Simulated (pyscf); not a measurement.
Structures and frequencies: ωB97X-D3(BJ)/def2-SVP in PySCF.

Problem. For H₂N–Sn(NH₂)(NH₂)–NH–GeH₃ → H₂N–Sn(NH₂)(NH₂)–NH₂ + GeH₂ [singlet], a 1,1-elimination (singlet surface; Ge–N, Ge–H broken, H–N formed), PBE/def2-TZVP gives ΔE‡ = 199.6 kJ/mol and ΔE = +155.9 kJ/mol (zero: the reactant's lowest minimum found). In which direction and how far do r²SCAN/def2-TZVP, PBE0-D3(BJ)/def2-TZVP, ωB97M-D3(BJ)/def2-TZVP move these?

Solution. r²SCAN: ΔE‡ = 221.1 kJ/mol, ΔE = +183.5 kJ/mol; PBE0-D3(BJ): ΔE‡ = 229.9 kJ/mol, ΔE = +179.4 kJ/mol; ωB97M-D3(BJ): ΔE‡ = 244.8 kJ/mol, ΔE = +161.0 kJ/mol. PBE's barrier lies under all of them, by 21.4 to 45.2 kJ/mol. Its reaction energy lies under all of them, by 5.2 to 27.7 kJ/mol. On the product side the descent ends in an adduct with a Ge–N contact (not fully relaxed), 152.0 kJ/mol under the separated species and 218.1 kJ/mol under the saddle at ωB97X-D3(BJ)/def2-TZVP. What is counted as broken (Ge–N) persists as a longer contact in the product adduct; parting that adduct is a step of its own. At ωB97X-D3(BJ)/def2-TZVP the barrier from the zero used here is 259.3 kJ/mol. This is the saddle that the search found; another between the same sides may lie lower. Elements up to Kr have no core potential and no relativistic terms here. Elements past Kr carry the def2 core potentials, without spin-orbit coupling.
